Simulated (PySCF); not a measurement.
CH$_{8}$Si$_{2}$, triplet, at the geometry of the source list (a higher spin typed on purpose: for a closed-shell molecule this is an excited state); CASSCF(10,8)/STO-3G (PySCF).

The PySCF input:
```python
from pyscf import gto, scf, mcscf
import numpy

mol = gto.Mole()
mol.atom = '''
    Si    1.449600    0.727000    0.003000
    C     0.226500   -0.719600   -0.129600
    Si   -1.600300   -0.248200    0.082600
    H     2.821500    0.233700   -0.162800
    H     1.167800    1.710400   -1.046200
    H     1.328700    1.359300    1.319200
    H     0.486100   -1.470700    0.617800
    H     0.355700   -1.202700   -1.098600
    H    -1.985600    0.722500   -0.943900
    H    -1.810400    0.332600    1.411200
    H    -2.439600   -1.444400   -0.052600
'''
mol.basis = 'sto-3g'
mol.charge = 0
mol.spin = 2
mol.verbose = 4
mol.build()

mf = scf.ROHF(mol)
mf.kernel()
mc = mcscf.CASSCF(mf, 8, 10)
mc.fix_spin_(ss=2.0)
mc.kernel()
occ = numpy.linalg.eigvalsh(mc.fcisolver.make_rdm1(mc.ci, mc.ncas, mc.nelecas))[::-1]
ss = mc.fcisolver.spin_square(mc.ci, mc.ncas, mc.nelecas)[0]
print('natural occupations', occ.round(4), ' <S^2>', round(ss, 4))
```

Q: Write the output that PySCF gives for this input, abridged.

A: 
```
PySCF version 2.14.0

[INPUT] verbose = 4
[INPUT] num. atoms = 11
[INPUT] num. electrons = 42
[INPUT] charge = 0
[INPUT] spin (= nelec alpha-beta = 2S) = 2
[INPUT] symmetry False subgroup None
[INPUT] Mole.unit = angstrom
[INPUT] Symbol           X                Y                Z      unit          X                Y                Z       unit  Magmom
[...]
nuclear repulsion = 150.563967781073
number of shells = 21
number of NR pGTOs = 93
number of NR cGTOs = 31
basis = sto-3g
ecp = {}

******** <class 'pyscf.scf.rohf.ROHF'> ********
method = ROHF
initial guess = minao
damping factor = 0
level_shift factor = 0
DIIS = <class 'pyscf.scf.diis.CDIIS'>
diis_start_cycle = 1
diis_space = 8
diis_damp = 0
SCF conv_tol = 1e-09
SCF conv_tol_grad = None
SCF max_cycles = 50
direct_scf = True
direct_scf_tol = 1e-13
num. doubly occ = 20  num. singly occ = 2
Set gradient conv threshold to 3.16228e-05
init E= -612.685708882933
[...]
cycle= 1 E= -612.787957180591  delta_E= -0.102  |g|= 0.157  |ddm|= 3.41
[...]
cycle= 2 E= -612.823695503554  delta_E= -0.0357  |g|= 0.0614  |ddm|= 0.891
[...]
cycle= 3 E= -612.828980996263  delta_E= -0.00529  |g|= 0.0229  |ddm|= 0.37
[...]
cycle= 4 E= -612.829756359094  delta_E= -0.000775  |g|= 0.00505  |ddm|= 0.124
[...]
cycle= 5 E= -612.829792810144  delta_E= -3.65e-05  |g|= 0.0019  |ddm|= 0.0304
[...]
cycle= 6 E= -612.829804281771  delta_E= -1.15e-05  |g|= 0.00114  |ddm|= 0.0154
[...]
cycle= 7 E= -612.829813464021  delta_E= -9.18e-06  |g|= 0.00137  |ddm|= 0.0119
[...]
cycle= 8 E= -612.829795623762  delta_E= 1.78e-05  |g|= 0.000606  |ddm|= 0.0298
[...]
cycle= 9 E= -612.829792892808  delta_E= 2.73e-06  |g|= 6.63e-05  |ddm|= 0.0175
[...]
cycle= 10 E= -612.82979289463  delta_E= -1.82e-09  |g|= 8.58e-06  |ddm|= 0.000926
[...]
cycle= 11 E= -612.829792894689  delta_E= -5.87e-11  |g|= 1.19e-06  |ddm|= 6.48e-05
[...]
Extra cycle  E= -612.829792894694  delta_E= -4.55e-12  |g|= 7.08e-07  |ddm|= 4.53e-06
converged SCF energy = -612.829792894694

******** <class 'pyscf.mcscf.mc1step.CASSCF'> ********
CAS (6e+4e, 8o), ncore = 16, nvir = 7
max_cycle_macro = 50
max_cycle_micro = 4
conv_tol = 1e-07
conv_tol_grad = None
orbital rotation max_stepsize = 0.02
orbital rotation threshold for CI restart = 0.01
augmented hessian ah_max_cycle = 30
augmented hessian ah_conv_tol = 1e-12
augmented hessian ah_linear dependence = 1e-14
augmented hessian ah_level shift = 1e-08
augmented hessian ah_start_tol = 2.5
augmented hessian ah_start_cycle = 3
augmented hessian ah_grad_trust_region = 3
kf_trust_region = 3
kf_interval = 4
ci_response_space = 4
ci_grad_trust_region = 3
with_dep4 0
natorb = False
canonicalization = True
sorting_mo_energy = False
ao2mo_level = 2
internal_rotation = False
******** <class 'pyscf.fci.addons.SpinPenaltyFCISolver'> ********
max. cycles = 50
conv_tol = 1e-08
davidson only = True
linear dependence = 1e-12
level shift = 0.001
max iter space = 12
nroots = 1
pspace_size = 400
spin = None
CASCI E = -612.839978089322  S^2 = 2.0000000
Set conv_tol_grad to 0.000316228
macro iter   1 ( 21 JK    4 micro), CASSCF E = -612.854154524132  dE = -1.41764348e-02  S^2 = 2.0000000
               |grad[o]|=0.0144  |grad[c]|=0.0325  |ddm|=0.0607  |maxRot[o]|=0.309
macro iter   2 ( 21 JK    4 micro), CASSCF E = -612.865833754731  dE = -1.16792306e-02  S^2 = 2.0000000
               |grad[o]|=0.021  |grad[c]|=0.0282  |ddm|=0.0373  |maxRot[o]|=0.259
macro iter   3 ( 21 JK    4 micro), CASSCF E = -612.868059349985  dE = -2.22559525e-03  S^2 = 2.0000000
               |grad[o]|=0.013  |grad[c]|=0.0101  |ddm|=0.0363  |maxRot[o]|=0.217
macro iter   4 ( 21 JK    4 micro), CASSCF E = -612.870756150060  dE = -2.69680008e-03  S^2 = 2.0000000
               |grad[o]|=0.00855  |grad[c]|=0.00712  |ddm|=0.0257  |maxRot[o]|=0.179
macro iter   5 ( 21 JK    4 micro), CASSCF E = -612.879095661277  dE = -8.33951122e-03  S^2 = 2.0000000
               |grad[o]|=0.0117  |grad[c]|=0.0145  |ddm|=0.0237  |maxRot[o]|=0.296
macro iter   6 ( 21 JK    4 micro), CASSCF E = -612.882708234840  dE = -3.61257356e-03  S^2 = 2.0000000
               |grad[o]|=0.0195  |grad[c]|=0.0195  |ddm|=0.0195  |maxRot[o]|=0.141
macro iter   7 ( 17 JK    4 micro), CASSCF E = -612.883769094441  dE = -1.06085960e-03  S^2 = 2.0000000
               |grad[o]|=0.0177  |grad[c]|=0.0155  |ddm|=0.0169  |maxRot[o]|=0.101
macro iter   8 ( 17 JK    4 micro), CASSCF E = -612.884096105734  dE = -3.27011293e-04  S^2 = 2.0000000
               |grad[o]|=0.0125  |grad[c]|=0.0174  |ddm|=0.0142  |maxRot[o]|=0.116
macro iter   9 ( 12 JK    3 micro), CASSCF E = -612.884285338283  dE = -1.89232549e-04  S^2 = 2.0000000
               |grad[o]|=0.00976  |grad[c]|=0.0368  |ddm|=0.0119  |maxRot[o]|=0.0997
macro iter  10 (  7 JK    2 micro), CASSCF E = -612.884375401154  dE = -9.00628712e-05  S^2 = 2.0000000
               |grad[o]|=0.00808  |grad[c]|=0.0011  |ddm|=0.00161  |maxRot[o]|=0.0699
macro iter  11 (  7 JK    2 micro), CASSCF E = -612.884469604316  dE = -9.42031621e-05  S^2 = 2.0000000
               |grad[o]|=0.0074  |grad[c]|=0.00293  |ddm|=0.00119  |maxRot[o]|=0.0699
macro iter  12 (  7 JK    2 micro), CASSCF E = -612.884562515600  dE = -9.29112836e-05  S^2 = 2.0000000
               |grad[o]|=0.00677  |grad[c]|=0.005  |ddm|=0.000981  |maxRot[o]|=0.0699
macro iter  13 ( 12 JK    3 micro), CASSCF E = -612.884757786650  dE = -1.95271050e-04  S^2 = 2.0000000
               |grad[o]|=0.00621  |grad[c]|=0.0167  |ddm|=0.00639  |maxRot[o]|=0.108
macro iter  14 ( 12 JK    3 micro), CASSCF E = -612.884910592240  dE = -1.52805590e-04  S^2 = 2.0000000
               |grad[o]|=0.00474  |grad[c]|=0.00424  |ddm|=0.00453  |maxRot[o]|=0.118
macro iter  15 ( 12 JK    3 micro), CASSCF E = -612.885028867292  dE = -1.18275052e-04  S^2 = 2.0000000
               |grad[o]|=0.00405  |grad[c]|=0.014  |ddm|=0.00301  |maxRot[o]|=0.111
macro iter  16 (  7 JK    2 micro), CASSCF E = -612.885115043665  dE = -8.61763730e-05  S^2 = 2.0000000
[...]
macro iter  22 (  7 JK    2 micro), CASSCF E = -612.885716450647  dE = -4.12584674e-05  S^2 = 2.0000000
               |grad[o]|=0.00181  |grad[c]|=0.00394  |ddm|=0.000927  |maxRot[o]|=0.0699
macro iter  23 (  7 JK    2 micro), CASSCF E = -612.885747157438  dE = -3.07067907e-05  S^2 = 2.0000000
               |grad[o]|=0.00155  |grad[c]|=0.000982  |ddm|=0.000711  |maxRot[o]|=0.0699
macro iter  24 (  7 JK    2 micro), CASSCF E = -612.885773713631  dE = -2.65561936e-05  S^2 = 2.0000000
               |grad[o]|=0.00138  |grad[c]|=0.00225  |ddm|=0.000579  |maxRot[o]|=0.0699
macro iter  25 (  7 JK    2 micro), CASSCF E = -612.885800104201  dE = -2.63905694e-05  S^2 = 2.0000000
               |grad[o]|=0.00125  |grad[c]|=0.00459  |ddm|=0.000527  |maxRot[o]|=0.0699
macro iter  26 (  7 JK    2 micro), CASSCF E = -612.885829707654  dE = -2.96034527e-05  S^2 = 2.0000000
               |grad[o]|=0.00122  |grad[c]|=0.0065  |ddm|=0.000508  |maxRot[o]|=0.0699
macro iter  27 (  7 JK    2 micro), CASSCF E = -612.885865278008  dE = -3.55703547e-05  S^2 = 2.0000000
               |grad[o]|=0.00121  |grad[c]|=0.00788  |ddm|=0.000563  |maxRot[o]|=0.0699
macro iter  28 (  7 JK    2 micro), CASSCF E = -612.885909635462  dE = -4.43574542e-05  S^2 = 2.0000000
               |grad[o]|=0.00124  |grad[c]|=0.00876  |ddm|=0.000667  |maxRot[o]|=0.0699
macro iter  29 (  7 JK    2 micro), CASSCF E = -612.885965508369  dE = -5.58729068e-05  S^2 = 2.0000000
               |grad[o]|=0.00132  |grad[c]|=0.00906  |ddm|=0.000786  |maxRot[o]|=0.0699
macro iter  30 (  7 JK    2 micro), CASSCF E = -612.886035636545  dE = -7.01281760e-05  S^2 = 2.0000000
               |grad[o]|=0.00145  |grad[c]|=0.00882  |ddm|=0.000919  |maxRot[o]|=0.0699
macro iter  31 (  7 JK    2 micro), CASSCF E = -612.886122261462  dE = -8.66249170e-05  S^2 = 2.0000000
               |grad[o]|=0.00162  |grad[c]|=0.00805  |ddm|=0.00104  |maxRot[o]|=0.0699
macro iter  32 (  7 JK    2 micro), CASSCF E = -612.886226853949  dE = -1.04592487e-04  S^2 = 2.0000000
               |grad[o]|=0.0018  |grad[c]|=0.00685  |ddm|=0.00118  |maxRot[o]|=0.0699
macro iter  33 (  7 JK    2 micro), CASSCF E = -612.886348992859  dE = -1.22138910e-04  S^2 = 2.0000000
               |grad[o]|=0.00201  |grad[c]|=0.00534  |ddm|=0.00129  |maxRot[o]|=0.0699
macro iter  34 (  7 JK    2 micro), CASSCF E = -612.886485372192  dE = -1.36379334e-04  S^2 = 2.0000000
               |grad[o]|=0.00221  |grad[c]|=0.00367  |ddm|=0.00138  |maxRot[o]|=0.0699
macro iter  35 (  7 JK    2 micro), CASSCF E = -612.886628247024  dE = -1.42874832e-04  S^2 = 2.0000000
               |grad[o]|=0.00238  |grad[c]|=0.00206  |ddm|=0.00142  |maxRot[o]|=0.0699
macro iter  36 (  7 JK    2 micro), CASSCF E = -612.886764352769  dE = -1.36105745e-04  S^2 = 2.0000000
               |grad[o]|=0.00246  |grad[c]|=0.00108  |ddm|=0.00136  |maxRot[o]|=0.0699
macro iter  37 (  7 JK    2 micro), CASSCF E = -612.886874763124  dE = -1.10410355e-04  S^2 = 2.0000000
               |grad[o]|=0.0024  |grad[c]|=0.00158  |ddm|=0.00112  |maxRot[o]|=0.0699
macro iter  38 ( 16 JK    4 micro), CASSCF E = -612.886658346444  dE =  2.16416680e-04  S^2 = 2.0000000
               |grad[o]|=0.00205  |grad[c]|=0.0157  |ddm|=0.00242  |maxRot[o]|=0.0898
macro iter  39 ( 21 JK    4 micro), CASSCF E = -612.886659582136  dE = -1.23569191e-06  S^2 = 2.0000000
               |grad[o]|=0.00149  |grad[c]|=0.00183  |ddm|=0.00036  |maxRot[o]|=0.00307
macro iter  40 (  7 JK    2 micro), CASSCF E = -612.886761360164  dE = -1.01778029e-04  S^2 = 2.0000000
               |grad[o]|=0.00135  |grad[c]|=0.000617  |ddm|=0.000806  |maxRot[o]|=0.0383
macro iter  41 (  7 JK    2 micro), CASSCF E = -612.886866895696  dE = -1.05535532e-04  S^2 = 2.0000000
               |grad[o]|=0.00112  |grad[c]|=0.00108  |ddm|=0.00103  |maxRot[o]|=0.0518
macro iter  42 (  7 JK    2 micro), CASSCF E = -612.886934393093  dE = -6.74973968e-05  S^2 = 2.0000000
               |grad[o]|=0.00091  |grad[c]|=0.00218  |ddm|=0.000871  |maxRot[o]|=0.0602
macro iter  43 ( 11 JK    3 micro), CASSCF E = -612.886881094059  dE =  5.32990343e-05  S^2 = 2.0000000
               |grad[o]|=0.000658  |grad[c]|=0.00283  |ddm|=0.000804  |maxRot[o]|=0.0397
macro iter  44 ( 21 JK    4 micro), CASSCF E = -612.886879760357  dE =  1.33370133e-06  S^2 = 2.0000000
               |grad[o]|=0.00084  |grad[c]|=0.00112  |ddm|=0.000288  |maxRot[o]|=0.011
macro iter  45 ( 25 JK    4 micro), CASSCF E = -612.886906684938  dE = -2.69245812e-05  S^2 = 2.0000000
               |grad[o]|=0.000753  |grad[c]|=0.000432  |ddm|=0.000201  |maxRot[o]|=0.0167
macro iter  46 (  7 JK    2 micro), CASSCF E = -612.886930141022  dE = -2.34560836e-05  S^2 = 2.0000000
               |grad[o]|=0.000549  |grad[c]|=0.000535  |ddm|=0.000211  |maxRot[o]|=0.0202
macro iter  47 (  5 JK    2 micro), CASSCF E = -612.886940372675  dE = -1.02316528e-05  S^2 = 2.0000000
               |grad[o]|=0.000367  |grad[c]|=0.000387  |ddm|=0.000114  |maxRot[o]|=0.0161
macro iter  48 ( 14 JK    4 micro), CASSCF E = -612.886807353450  dE =  1.33019225e-04  S^2 = 2.0000000
               |grad[o]|=0.000247  |grad[c]|=0.0159  |ddm|=0.00219  |maxRot[o]|=0.066
macro iter  49 ( 21 JK    4 micro), CASSCF E = -612.886819969901  dE = -1.26164510e-05  S^2 = 2.0000000
               |grad[o]|=0.00128  |grad[c]|=0.00152  |ddm|=0.000439  |maxRot[o]|=0.00651
macro iter  50 (  7 JK    2 micro), CASSCF E = -612.886902653180  dE = -8.26832793e-05  S^2 = 2.0000000
               |grad[o]|=0.00102  |grad[c]|=0.00195  |ddm|=0.000931  |maxRot[o]|=0.0328
1-step CASSCF not converged,  50 macro (552 JK 133 micro) steps
CASSCF canonicalization
Density matrix diagonal elements [1.93236901 1.9981586  1.99694621 1.72412548 1.29857549 0.71350855
 0.26947772 0.06683894]
CASSCF energy = -612.886902653180
CASCI E = -612.886902653180  E(CI) = -18.7670327248558  S^2 = 2.0000000
natural occupations [1.9988 1.9984 1.9785 1.9289 1.0467 0.9537 0.0714 0.0234]  <S^2> 2.0
```

Convergence was not reached.
